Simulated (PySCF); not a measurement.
Compound: C₅H₇GeNS.
Z-matrix (Å and degrees, PBE0-D3(BJ)/def2-SVP geometry), rows numbered from 1:
```
S 
Ge  1  2.2292
C   2  1.9522  1  110.02
C   3  1.3970  2  121.58  1    20.43
C   4  1.3956  3  118.90  2   179.07
N   5  1.3300  4  123.56  3     0.06
C   6  1.3301  5  117.63  4     0.12
C   7  1.3952  6  123.48  5    -0.05
H   1  1.3515  2   94.32  3    63.34
H   2  1.5366  1  104.41  3   119.66
H   2  1.5397  1  111.28  3  -121.25
H   4  1.0937  3  120.70  2    -1.43
H   5  1.0965  4  120.00  3   180.00
H   7  1.0966  6  116.50  5   179.77
H   8  1.0939  3  121.55  2     1.25
```

The calculation used PySCF, TDDFT CAM-B3LYP/def2-SVPD, vertical, gas phase, core orbitals frozen in the response. The CAM-B3LYP/def2-SVPD calculation is non-relativistic and has no spin–orbit coupling, an omission that weighs most on germanium.

```json
{"state": "S1", "E (eV)": "4.80", "E (kJ/mol)": "463", "λ (nm)": "258.4", "f": "0.0055", "main configurations (H = HOMO, L = LUMO)": "H-1→L (57%), H→L (36%)"}
{"state": "S2", "E (eV)": "5.26", "E (kJ/mol)": "507", "λ (nm)": "235.8", "f": "0.0000", "main configurations (H = HOMO, L = LUMO)": "H-1→L+1 (58%), H→L+1 (35%)"}
{"state": "S3", "E (eV)": "5.45", "E (kJ/mol)": "525", "λ (nm)": "227.7", "f": "0.042", "main configurations (H = HOMO, L = LUMO)": "H-2→L (73%), H-3→L+1 (18%)"}
{"state": "S4", "E (eV)": "5.82", "E (kJ/mol)": "562", "λ (nm)": "213.0", "f": "0.031", "main configurations (H = HOMO, L = LUMO)": "H→L (30%), H→L+2 (26%), H-1→L (17%)"}
{"state": "S5", "E (eV)": "6.01", "E (kJ/mol)": "580", "λ (nm)": "206.3", "f": "0.0064", "main configurations (H = HOMO, L = LUMO)": "H→L+3 (46%), H-1→L+3 (18%)"}
{"state": "S6", "E (eV)": "6.25", "E (kJ/mol)": "603", "λ (nm)": "198.3", "f": "0.0041", "main configurations (H = HOMO, L = LUMO)": "H-2→L+1 (36%), H-3→L (33%), H→L+2 (12%)"}
{"state": "S7", "E (eV)": "6.38", "E (kJ/mol)": "616", "λ (nm)": "194.3", "f": "0.0034", "main configurations (H = HOMO, L = LUMO)": "H→L+2 (20%), H→L (16%), H-2→L+1 (12%)"}
{"state": "S8", "E (eV)": "6.85", "E (kJ/mol)": "661", "λ (nm)": "181.1", "f": "0.015", "main configurations (H = HOMO, L = LUMO)": "H→L+1 (49%), H-1→L+1 (27%)"}
{"state": "S9", "E (eV)": "7.04", "E (kJ/mol)": "679", "λ (nm)": "176.1", "f": "0.811", "main configurations (H = HOMO, L = LUMO)": "H-3→L (48%), H-2→L+1 (42%)"}
{"state": "S10", "E (eV)": "7.18", "E (kJ/mol)": "693", "λ (nm)": "172.6", "f": "0.115", "main configurations (H = HOMO, L = LUMO)": "H-3→L+1 (57%), H-2→L (15%)"}
```

Triplets, Tamm–Dancoff:

| state | E (eV) | λ (nm) | main configurations (H = HOMO, L = LUMO) |
| --- | --- | --- | --- |
| T1 | 4.12 | 300.6 | H-1→L (56%), H→L (32%) |
| T2 | 4.19 | 295.8 | H-2→L+1 (55%), H-3→L (30%) |
| T3 | 4.46 | 277.7 | H-2→L (90%) |
| T4 | 4.92 | 251.9 | H-3→L (55%), H-2→L+1 (33%) |

The lowest singlet comes at 258 nm (463 kJ/mol) in the ultraviolet; it is weak; its leading configuration is HOMO-1→LUMO (57%). The strongest level in the table is S9 at 7.04 eV (176 nm, f = 0.811). Löwdin shares by element: HOMO sulfur 48%, nitrogen 15%, germanium 8%, carbon 5% or more (atoms not listed hold the other 24%); LUMO carbon 44% or more, nitrogen 19% (atoms not listed hold the other 38%). Weighted by f, the mean energy of these states is 6.93 eV. Orbital energies (eV): HOMO-3 -9.72, HOMO-2 -9.06, HOMO-1 -8.98, HOMO -8.82, LUMO -0.27, LUMO+1 0.29, LUMO+2 0.62. Of the 10 states listed, 5 reach f = 0.01 and 1 stays under 0.0005. The window holds the lowest 10 singlets.

One conformer stands for the species.
